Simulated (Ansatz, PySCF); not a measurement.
Gas-phase reaction (SMILES): C[O][Al]([NH2])[NH2] + [H][H] (H2) -> [NH2][AlH][NH2] + CO (CH4O) [methanol]; hydrogen cleaves one Al-O bond, a model of a ligand-exchange step.

Geometries: B3LYP-D3(BJ)/def2-TZVP minima from Ansatz (a quantum-chemistry and plane-wave program), one conformer each, not searched for the lowest. Cores are frozen in the correlated levels unless marked. Spin-orbit coupling is left out. Non-relativistic. CBS(X,Y): correlation extrapolated as X^-3; Hartree-Fock from the larger set. Thermal terms are rigid-rotor harmonic-oscillator values from B3LYP-D3(BJ) frequencies (Ansatz or PySCF) at 298.15 K and 1 atm. 1 Eh = 627.5095 kcal/mol.

```tsv
species	E, CCSD(T)/CBS(cc-pV(T+d)Z,cc-pV(Q+d)Z) (Ansatz) (Eh)	E, wB97M-V/def2-TZVPD (Ansatz) (Eh)	H - E (Eh)
C[O][Al]([NH2])[NH2]	-468.97136	-469.60102	0.10237
[H][H] (H2)	-1.17450	-1.16077	0.01336
[NH2][AlH][NH2]	-354.49406	-355.00533	0.06415
CO (CH4O)	-115.60979	-115.71687	0.05533
```

**Question.** Work out ΔE and ΔH at 298.15 K at the first level, then ΔH at the second.

**Answer.** 
1. ΔE = [(-354.49406) + (-115.60979)] - [(-468.97136) + (-1.17450)] = 0.04201 Eh = 26.4 kcal/mol at CCSD(T)/CBS(cc-pV(T+d)Z,cc-pV(Q+d)Z).
2. The terms H - E add up to 0.00375 Eh, so ΔH = (0.04201 + (0.00375))×627.5095 = 28.7 kcal/mol.
3. At wB97M-V/def2-TZVPD the same steps give ΔE = 24.8 and ΔH = 27.2 kcal/mol, a shift of -1.5 from the first level.
4. These values are not checked against measurement here, since the tables used lack a sound gas-phase enthalpy of formation for at least one species.
